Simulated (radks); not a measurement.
Results of a calculation; reference values are marked as such.
Question: These are the eigenvalues of the occupied orbitals of an atom or ion with whole-number occupations (hartree). Code: a radial shooting solver on a logarithmic mesh with Libxc functionals. Model: scalar-relativistic Kohn-Sham, LDA (Slater exchange, Perdew-Wang correlation), spin-polarised, spherical densities, finite nucleus; Fermi nuclear charge, rms radius of each element as measured or else 0.836 A^(1/3) + 0.57 fm.

1s up: -178.7217
1s down: -178.7203
2s up: -19.94968
2s down: -19.92593
2p up: -16.58541
2p down: -16.56657
3s up: -2.58301
3s down: -2.51666
3p up: -1.72025
3p down: -1.65384
3d up: -0.45227
4s up: -0.40886

Which element is it, and in what charge state? The configuration may be excited. Open shells, if any, are filled with parallel spins first.

Answer: Z = 22, titanium, charge +1: Ti+ in [Ar] 3d2 4s1. The list shows which subshells hold electrons but not how many an open one holds; the 1s level, -178.72 hartree, gives Z - s = 18.9 by -(Z - s)^2/2, which with screening and relativity narrows Z to a few neighbours, and the depths of the outer levels then fix element, charge and occupations together.
